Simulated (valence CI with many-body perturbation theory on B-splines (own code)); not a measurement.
## E1 line list for Mn⁹⁺

Computed by configuration interaction combined with many-body perturbation theory (CI+MBPT): six valence electrons over a frozen Dirac-Fock core [Ne], radial functions for each j: 9 s, 9 p, 8 d, 6 f, 3 g, 1 h, with the one-electron correlation potential Σ1 (screened to all orders), the two-electron term Σ2, the three-electron term Σ3, Breit, model QED; selected single and double excitations, second order for the rest, scaled by the run's own slope (own B-spline code, finite nucleus).

No measured levels were compared; by estimate levels of excited configurations hold to 0.05 to 0.15 % of their energy, terms of the ground configuration to about 0.5 %. Among the levels kept, up to 1600 cm⁻¹ of a level comes from second order outside the variational space, and about a tenth of that is noise between levels of different J, which matters for small intervals.

Lines 1 to 50 of 91 in falling wavelength, among levels below 504960 cm⁻¹, chosen from the strongest by gf and those to the six lowest levels. Wavelengths and rates use the calculated energies, so an error of 200 cm⁻¹ moves a line at 513.2 Å by 0.1 % and its rate by three times that or more. Electric multipoles are in the length gauge, E1 and E2 with the static RPA response of the core. Weak lines are less certain than strong ones. Lines between different terms over intervals too small for the method are left out, as are lines whose strength nearly cancels.

Names give the largest LS component (configuration and term), which can be under half, so a name can repeat, a term be missing and a line seem to break the LS rules; names also repeat where a configuration has a term twice. Letters in brackets count levels of one name in rising energy.

| λ vac (Å) | Upper | Lower | A (s⁻¹) | S (a.u.) |
| --- | --- | --- | --- | --- |
| 513.2 | 3s3p⁵ ³P°_1 | 3s²3p⁴ ¹S_0 | 9.20e+06 | 1.84e-03 |
| 440.7 | 3s3p⁵ ³P°_2 | 3s²3p⁴ ¹D_2 | 4.97e+07 | 1.05e-02 |
| 426.0 | 3s3p⁵ ³P°_1 | 3s²3p⁴ ¹D_2 | 8.29e+05 | 9.48e-05 |
| 398.6 | 3s3p⁵ ³P°_2 | 3s²3p⁴ ³P_1 | 6.11e+08 | 9.54e-02 |
| 389.2 | 3s3p⁵ ³P°_1 | 3s²3p⁴ ³P_0 | 8.39e+08 | 7.33e-02 |
| 386.5 | 3s3p⁵ ³P°_1 | 3s²3p⁴ ³P_1 | 6.55e+08 | 5.60e-02 |
| 385.2 | 3s3p⁵ ¹P°_1 | 3s²3p⁴ ¹S_0 | 2.14e+08 | 1.81e-02 |
| 383.3 | 3s3p⁵ ³P°_2 | 3s²3p⁴ ³P_2 | 1.94e+09 | 2.70e-01 |
| 379.6 | 3s3p⁵ ³P°_0 | 3s²3p⁴ ³P_1 | 2.73e+09 | 7.36e-02 |
| 372.1 | 3s3p⁵ ³P°_1 | 3s²3p⁴ ³P_2 | 1.24e+09 | 9.42e-02 |
| 352.6 | 3s²3p³3d ⁵D°_1 | 3s²3p⁴ ¹S_0 | 1.98e+04 | 1.28e-06 |
| 333.9 | 3s3p⁵ ¹P°_1 | 3s²3p⁴ ¹D_2 | 6.90e+09 | 3.80e-01 |
| 321.8 | 3s²3p³3d ³D°_1 [a] | 3s²3p⁴ ¹S_0 | 1.31e+06 | 6.49e-05 |
| 310.9 | 3s3p⁵ ¹P°_1 | 3s²3p⁴ ³P_0 | 1.41e+05 | 6.29e-06 |
| 309.2 | 3s3p⁵ ¹P°_1 | 3s²3p⁴ ³P_1 | 1.10e+07 | 4.79e-04 |
| 309.2 | 3s²3p³3d ⁵D°_1 | 3s²3p⁴ ¹D_2 | 1.64e+05 | 7.19e-06 |
| 309.0 | 3s²3p³3d ⁵D°_2 | 3s²3p⁴ ¹D_2 | 3.31e+05 | 2.41e-05 |
| 308.7 | 3s²3p³3d ⁵D°_3 | 3s²3p⁴ ¹D_2 | 1.02e+05 | 1.03e-05 |
| 299.9 | 3s3p⁵ ¹P°_1 | 3s²3p⁴ ³P_2 | 2.07e+08 | 8.26e-03 |
| 289.3 | 3s²3p³3d ⁵D°_1 | 3s²3p⁴ ³P_0 | 7.97e+06 | 2.86e-04 |
| 287.9 | 3s²3p³3d ⁵D°_0 | 3s²3p⁴ ³P_1 | 7.49e+07 | 8.82e-04 |
| 287.8 | 3s²3p³3d ⁵D°_1 | 3s²3p⁴ ³P_1 | 2.36e+07 | 8.32e-04 |
| 287.7 | 3s²3p³3d ⁵D°_2 | 3s²3p⁴ ³P_1 | 2.70e+03 | 1.59e-07 |
| 287.6 | 3s²3p³3d ³D°_2 [a] | 3s²3p⁴ ¹D_2 | 5.79e+06 | 3.40e-04 |
| 286.3 | 3s²3p³3d ³D°_3 [a] | 3s²3p⁴ ¹D_2 | 5.49e+05 | 4.45e-05 |
| 285.2 | 3s²3p³3d ³D°_1 [a] | 3s²3p⁴ ¹D_2 | 7.26e+05 | 2.50e-05 |
| 280.4 | 3s²3p³3d ³F°_2 [a] | 3s²3p⁴ ¹D_2 | 8.48e+05 | 4.61e-05 |
| 279.8 | 3s²3p³3d ⁵D°_1 | 3s²3p⁴ ³P_2 | 3.72e+07 | 1.21e-03 |
| 279.6 | 3s²3p³3d ⁵D°_2 | 3s²3p⁴ ³P_2 | 4.51e+07 | 2.43e-03 |
| 279.4 | 3s²3p³3d ⁵D°_3 | 3s²3p⁴ ³P_2 | 1.73e+07 | 1.30e-03 |
| 278.3 | 3s²3p³3d ³F°_3 [a] | 3s²3p⁴ ¹D_2 | 9.31e+06 | 6.93e-04 |
| 269.0 | 3s²3p³3d ³D°_2 [a] | 3s²3p⁴ ³P_1 | 4.05e+06 | 1.94e-04 |
| 268.3 | 3s²3p³3d ³D°_1 [b] | 3s²3p⁴ ¹S_0 | 4.33e+07 | 1.24e-03 |
| 268.2 | 3s²3p³3d ³D°_1 [a] | 3s²3p⁴ ³P_0 | 1.49e+02 | 4.25e-09 |
| 267.0 | 3s²3p³3d ³D°_1 [a] | 3s²3p⁴ ³P_1 | 1.24e+07 | 3.48e-04 |
| 266.7 | 3s²3p³3d ³P°_1 [a] | 3s²3p⁴ ¹S_0 | 2.75e+06 | 7.71e-05 |
| 262.7 | 3s²3p³3d ³F°_2 [a] | 3s²3p⁴ ³P_1 | 5.89e+04 | 2.64e-06 |
| 262.5 | 3s²3p³3d ³G°_3 | 3s²3p⁴ ¹D_2 | 4.33e+07 | 2.71e-03 |
| 262.0 | 3s²3p³3d ³D°_2 [a] | 3s²3p⁴ ³P_2 | 3.16e+07 | 1.40e-03 |
| 261.5 | 3s²3p³3d ¹S°_0 | 3s²3p⁴ ³P_1 | 4.55e+07 | 4.02e-04 |
| 260.9 | 3s²3p³3d ³D°_3 [a] | 3s²3p⁴ ³P_2 | 1.17e+06 | 7.15e-05 |
| 260.0 | 3s²3p³3d ³D°_1 [a] | 3s²3p⁴ ³P_2 | 1.34e+07 | 3.48e-04 |
| 256.0 | 3s²3p³3d ³F°_2 [a] | 3s²3p⁴ ³P_2 | 1.23e+07 | 5.10e-04 |
| 254.2 | 3s²3p³3d ³F°_3 [a] | 3s²3p⁴ ³P_2 | 8.76e+06 | 4.97e-04 |
| 251.9 | 3s²3p³3d ¹D°_2 | 3s²3p⁴ ¹D_2 | 9.32e+08 | 3.68e-02 |
| 242.4 | 3s²3p³3d ³D°_1 [b] | 3s²3p⁴ ¹D_2 | 2.71e+08 | 5.71e-03 |
| 241.4 | 3s²3p³3d ³F°_3 [b] | 3s²3p⁴ ¹D_2 | 4.48e+07 | 2.18e-03 |
| 241.1 | 3s²3p³3d ³P°_1 [a] | 3s²3p⁴ ¹D_2 | 2.29e+08 | 4.74e-03 |
| 241.0 | 3s²3p³3d ³G°_3 | 3s²3p⁴ ³P_2 | 2.11e+07 | 1.02e-03 |
| 240.8 | 3s²3p³3d ³F°_2 [b] | 3s²3p⁴ ¹D_2 | 8.46e+07 | 2.92e-03 |
